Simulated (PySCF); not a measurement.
Compound: BrF2HSi.
Bonds: F1–Si2, Si2–F3, Si2–Br4. Hydrogens: H5 on Si2.

Computed by this run: PBE0-D3(BJ)/def2-SVP geometry optimisation, gas phase (PySCF 2.14.0); density fitting, grid level 1; the optimiser is geomeTRIC in internal coordinates, started from a GFN2-xTB structure with every atom displaced at random (about 0.01 Å).

Step 0: E = -83346.5191 eV
```
atom  x, y, z in Å  |  force x, y, z in eV/Å
F1     -0.6600    1.2280   -0.6917   -0.732   1.908  -0.789
Si2    -0.1163   -0.0052    0.0861    1.406  -1.129  -0.417
F3     -0.6903   -1.2397   -0.7390   -0.136  -0.705  -0.055
Br4     2.0807    0.0120   -0.1233   -0.265  -0.050   0.198
H5     -0.5805   -0.0290    1.4299   -0.273  -0.025   1.063
```

Question: Estimate the geometry and energy of step 1. (The exact step hangs on the optimiser's Hessian estimate; all steps are aligned on step 0, rigid shifts and turns removed.)

Answer: E = -83346.6104 eV, largest force 0.508 eV/Å
```
atom  x, y, z in Å  |  force x, y, z in eV/Å
F1     -0.7105    1.3236   -0.6837    0.202  -0.466  -0.006
Si2    -0.1135   -0.0075    0.0109   -0.046   0.319   0.362
F3     -0.6915   -1.3108   -0.7222   -0.009   0.119  -0.184
Br4     2.0742   -0.0111   -0.0656   -0.040   0.026  -0.174
H5     -0.5251   -0.0281    1.4227   -0.108   0.001   0.003
```

The energy changes by -0.0913 eV. The first-order estimate −F·Δx gives -0.2917 eV and the mean of the old and new forces, exact on a quadratic surface, -0.0904 eV. The step makes an angle of 58° with the force vector and moves no atom by more than 0.108 Å.

The cost below is that of the whole optimisation. Time: 13 s wall; peak memory 0.35 GiB. Hardware: an Arm Neoverse V1 with one thread, shared host with 32 logical CPUs at a one-minute load of 32.
